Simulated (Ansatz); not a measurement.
Reaction (ligand exchange at a B–S bond): `BSBC` + `O=C(O)O` → `CBOC(=O)O` + `BS`

Program: Ansatz. Geometries: PBE0-D4/def2-TZVP. ΔE: electronic, gas phase. CBS: MP2 limit from def2 TZ/QZ plus the TZ coupled-cluster correction, frozen cores. This one scheme is used for every species. Functionals use def2-TZVPP. One conformer a species, not always the lowest.

Problem. Is it downhill or uphill in electronic energy at CCSD(T)/CBS, and by how much? (Best estimate.)

Solution. Ansatz gave: Downhill: ΔE = -11.0 kcal/mol.

Problem. What do these levels give: r2SCAN-D4, PBE, PBE0, MP2/def2-TZVPP, HF/CBS(def2), CCSD/CBS(def2)? (Estimate.)

Solution. Computed: r2SCAN-D4 -10.9, PBE -10.1, PBE0 -10.0, MP2/def2-TZVPP -10.1, HF/CBS(def2) -13.7, CCSD/CBS(def2) -11.4 kcal/mol.

Largest T1 diagnostic among the species: 0.015.

In def2-TZVPP, CCSD(T) changes the Hartree–Fock value by +1.8 kcal/mol (the triples alone add +0.4 kcal/mol) and MP2 by +3.3 kcal/mol.
